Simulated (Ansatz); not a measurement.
## Molecular dynamics of H$_{2}$CO$_{2}$

Input:

```yaml
crystal:
  lattice:
    - [8.215003, 0.0, 0.0]
    - [0.0, 8.215003, 0.0]
    - [0.0, 0.0, 8.215003]
  atoms:
    - { symbol: O, position: [0.84800786, 0.70673172, 0.51682195] }
    - { symbol: C, position: [0.91622159, 0.79580352, 0.65421738] }
    - { symbol: O, position: [1.05760889, 0.82116797, 0.69370866] }
    - { symbol: H, position: [0.93052278, 0.6439579, 0.4647818] }
    - { symbol: H, position: [0.79605909, 0.82946657, 0.72484437] }
    - { symbol: O, position: [0.79487385, 0.22433389, 0.24254141] }
    - { symbol: C, position: [0.67120274, 0.17120891, 0.34014703] }
    - { symbol: O, position: [0.6213567, 0.03004699, 0.329525] }
    - { symbol: H, position: [0.82797192, 0.11043851, 0.19484101] }
    - { symbol: H, position: [0.5874302, 0.26566532, 0.37928588] }
    - { symbol: O, position: [0.12315135, 0.43951535, 0.77507897] }
    - { symbol: C, position: [0.24852568, 0.4451828, 0.88414619] }
    - { symbol: O, position: [0.31891973, 0.32970802, 0.9444051] }
    - { symbol: H, position: [0.06994897, 0.334791, 0.79864163] }
    - { symbol: H, position: [0.31199993, 0.56301635, 0.89660541] }
    - { symbol: O, position: [0.59248524, 0.53514142, 0.83634998] }
    - { symbol: C, position: [0.70257679, 0.42746939, 0.8168955] }
    - { symbol: O, position: [0.76518437, 0.35947487, 0.68980382] }
    - { symbol: H, position: [0.52941785, 0.56552844, 0.7298776] }
    - { symbol: H, position: [0.78015774, 0.40226763, 0.93716188] }
    - { symbol: O, position: [-0.03307773, 0.89078852, 0.12564794] }
    - { symbol: C, position: [0.13034852, 0.91142646, 0.12860607] }
    - { symbol: O, position: [0.21320461, 0.7894695, 0.14224728] }
    - { symbol: H, position: [-0.07835455, 0.77506309, 0.10460912] }
    - { symbol: H, position: [0.19325209, 1.03288601, 0.10096519] }
    - { symbol: O, position: [0.29986317, 0.9209013, 0.54033934] }
    - { symbol: C, position: [0.42765097, 0.8207731, 0.56005848] }
    - { symbol: O, position: [0.42673205, 0.67877903, 0.59944368] }
    - { symbol: H, position: [0.18867256, 0.88007286, 0.56505534] }
    - { symbol: H, position: [0.54462231, 0.8960451, 0.51562175] }
    - { symbol: O, position: [0.54838218, 0.56702199, 0.21200493] }
    - { symbol: C, position: [0.64950647, 0.68455466, 0.18562001] }
    - { symbol: O, position: [0.77527663, 0.64155871, 0.10492062] }
    - { symbol: H, position: [0.60103414, 0.48717159, 0.1369512] }
    - { symbol: H, position: [0.63027927, 0.79824721, 0.23669704] }
    - { symbol: O, position: [0.05907365, 0.54101207, 0.36424319] }
    - { symbol: C, position: [0.22688001, 0.44453389, 0.33884955] }
    - { symbol: O, position: [0.24759109, 0.30275031, 0.32821024] }
    - { symbol: H, position: [-0.01297074, 0.44830847, 0.38245661] }
    - { symbol: H, position: [0.30864671, 0.54248582, 0.30755036] }
basis:
  ecutwfc: 420.0
kpoints:
  mp_grid: { grid: [1, 1, 1] }
hamiltonian:
  xc: pbe
  dispersion: d3bj
scf:
  occupations: { method: fermi_dirac, width: 0.02 }
  lower_state_search: "off"
md:
  timestep: 0.5
  n_steps: 190
  ensemble: nvt_langevin
  temperature: 1000.0
  initial_velocities: maxwell_boltzmann
  seed: 335073
  friction: 0.005
```

Run as:

```bash
$ ansatz run input.yaml --threads 1 --pin off --max-ram 3072MiB --backend cpu --events-out ev --progress --plain --runs-dir out
```

It goes on from the last frame of an earlier run, with new velocities.

Output, in part (step lines):

```
md step     0: t =     0.00 fs  T =   975.0 K  F+E_penalty+E_count = -11332.88850297 eV  E_kin = 5.041140 eV  (10 SCF iters)
[... lines left out ...]
```

The steps, from the saved trajectory:

```json
{"time (fs)": "0.0", "T (K)": "975", "potential energy less start (eV)": "0.000"}
{"time (fs)": "3.0", "T (K)": "858", "potential energy less start (eV)": "0.673"}
{"time (fs)": "6.0", "T (K)": "816", "potential energy less start (eV)": "0.802"}
{"time (fs)": "9.0", "T (K)": "891", "potential energy less start (eV)": "0.393"}
{"time (fs)": "12.0", "T (K)": "962", "potential energy less start (eV)": "-0.002"}
{"time (fs)": "15.0", "T (K)": "991", "potential energy less start (eV)": "-0.192"}
{"time (fs)": "18.0", "T (K)": "1063", "potential energy less start (eV)": "-0.691"}
{"time (fs)": "21.0", "T (K)": "852", "potential energy less start (eV)": "0.464"}
{"time (fs)": "24.0", "T (K)": "860", "potential energy less start (eV)": "0.643"}
{"time (fs)": "27.0", "T (K)": "889", "potential energy less start (eV)": "0.803"}
{"time (fs)": "30.0", "T (K)": "1048", "potential energy less start (eV)": "0.063"}
{"time (fs)": "33.0", "T (K)": "816", "potential energy less start (eV)": "1.115"}
{"time (fs)": "36.0", "T (K)": "1018", "potential energy less start (eV)": "0.070"}
{"time (fs)": "39.0", "T (K)": "1063", "potential energy less start (eV)": "-0.178"}
{"time (fs)": "42.0", "T (K)": "1075", "potential energy less start (eV)": "-0.071"}
{"time (fs)": "45.0", "T (K)": "860", "potential energy less start (eV)": "1.269"}
{"time (fs)": "48.0", "T (K)": "928", "potential energy less start (eV)": "0.868"}
{"time (fs)": "51.0", "T (K)": "932", "potential energy less start (eV)": "1.059"}
{"time (fs)": "54.0", "T (K)": "933", "potential energy less start (eV)": "0.995"}
{"time (fs)": "57.0", "T (K)": "864", "potential energy less start (eV)": "1.282"}
{"time (fs)": "60.0", "T (K)": "1007", "potential energy less start (eV)": "0.666"}
{"time (fs)": "63.0", "T (K)": "1003", "potential energy less start (eV)": "0.562"}
{"time (fs)": "66.0", "T (K)": "1107", "potential energy less start (eV)": "0.266"}
{"time (fs)": "69.0", "T (K)": "1176", "potential energy less start (eV)": "-0.247"}
{"time (fs)": "72.0", "T (K)": "1077", "potential energy less start (eV)": "-0.005"}
{"time (fs)": "75.0", "T (K)": "1101", "potential energy less start (eV)": "-0.188"}
{"time (fs)": "78.0", "T (K)": "1085", "potential energy less start (eV)": "0.097"}
{"time (fs)": "81.0", "T (K)": "1031", "potential energy less start (eV)": "0.267"}
{"time (fs)": "84.0", "T (K)": "874", "potential energy less start (eV)": "0.744"}
{"time (fs)": "87.0", "T (K)": "1062", "potential energy less start (eV)": "-0.009"}
{"time (fs)": "90.0", "T (K)": "979", "potential energy less start (eV)": "0.531"}
{"time (fs)": "93.0", "T (K)": "1133", "potential energy less start (eV)": "-0.091"}
```

The run went to its last step. A run of 0.095 ps of so small a system gives no equilibrium averages. Limits of this set-up: coarse k mesh.

Mean squared displacements from the first frame to the last, about the centre of mass: O 0.43 Å², C 0.43 Å², H 0.89 Å².

Last frame:

```xyz
40
Lattice="8.2150 0.0000 0.0000 0.0000 8.2150 0.0000 0.0000 0.0000 8.2150" Properties=species:S:1:pos:R:3
O 6.835 5.610 4.237
C 6.762 6.368 5.439
O 7.656 6.805 6.092
H 7.737 5.812 3.887
H 5.762 6.389 5.743
O 6.568 2.277 1.825
C 5.392 1.736 2.295
O 5.090 0.502 2.118
H 7.159 1.411 1.506
H 4.679 2.589 2.475
O 0.621 3.046 6.495
C 1.344 3.152 7.676
O 2.223 2.353 7.977
H 0.990 2.431 5.880
H 0.947 3.983 8.278
O 4.654 4.067 6.679
C 5.676 3.382 6.171
O 5.798 3.024 5.014
H 4.082 4.523 6.012
H 6.235 3.188 6.988
O 0.170 7.776 1.391
C 1.507 7.495 1.451
O 1.953 6.419 1.100
H -0.361 6.950 0.928
H 2.243 8.325 1.344
O 1.956 7.375 4.593
C 3.020 6.705 4.478
O 3.424 5.917 5.270
H 1.420 6.928 5.354
H 3.372 6.855 3.485
O 4.787 4.984 1.448
C 6.092 5.684 1.312
O 6.816 5.782 0.436
H 4.345 4.777 0.470
H 6.115 6.362 2.362
O 0.808 4.005 3.728
C 1.945 3.933 2.911
O 2.347 3.025 2.293
H 0.077 3.427 3.531
H 2.472 4.902 3.139
```

The run took 13 min on 1 thread of Arm Neoverse V1, with other jobs on the host, peak memory 0.54 GiB.
